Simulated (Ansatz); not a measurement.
All numbers were calculated with Ansatz.

A structure relaxed at PBE0-D4/def2-TZVP, charge 0, multiplicity 2:

```xyz
11

C    -1.522   -0.288   -1.463
Si   -0.236   -0.623   -0.159
S     1.213    0.963   -0.244
Si    2.074    0.671    1.677
H    -2.028    0.660   -1.274
H    -2.270   -1.085   -1.468
H    -1.064   -0.244   -2.454
H     0.440   -1.924   -0.398
H    -0.832   -0.648    1.204
H     3.162    1.677    1.816
H     1.063    0.842    2.761
```

Give its formula and SMILES.

CH7SSi2, `C[SiH2]S[SiH2]`.

Summarise the bond lengths by kind.

1 × C–Si 1.862 Å; 3 × C–H 1.092 to 1.093 Å; 2 × S–Si 2.126 to 2.150 Å; 4 × H–Si 1.486 to 1.492 Å.
